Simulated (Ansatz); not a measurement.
A structure relaxed at PBE0-D4/def2-TZVP, charge 0, multiplicity 1:

Cartesian coordinates in Å:
```
C -0.198 1.343 0.031
C -0.279 0.088 0.895
Al 0.205 -1.609 0.050
S 0.849 -1.666 -2.040
H -0.858 1.278 -0.839
H -0.485 2.242 0.584
H 0.814 1.509 -0.347
H 0.357 0.195 1.784
H -1.293 -0.033 1.299
H 0.166 -3.009 0.790
H 0.722 -0.338 -2.207
```

**Question.** Give its formula and SMILES.

**Answer.** C2H7AlS, `C[CH2][AlH][SH]`.

**Question.** Point group (tolerance 0.08 Å, 0.16 Å for H)?

**Answer.** Cs.

**Question.** Summarise the bond lengths by kind.

**Answer.** 1 × C–C 1.526 Å; 5 × C–H 1.094 to 1.098 Å; 1 × Al–C 1.956 Å; 1 × Al–S 2.188 Å; 1 × Al–H 1.584 Å; 1 × H–S 1.345 Å.

Computed with Ansatz.
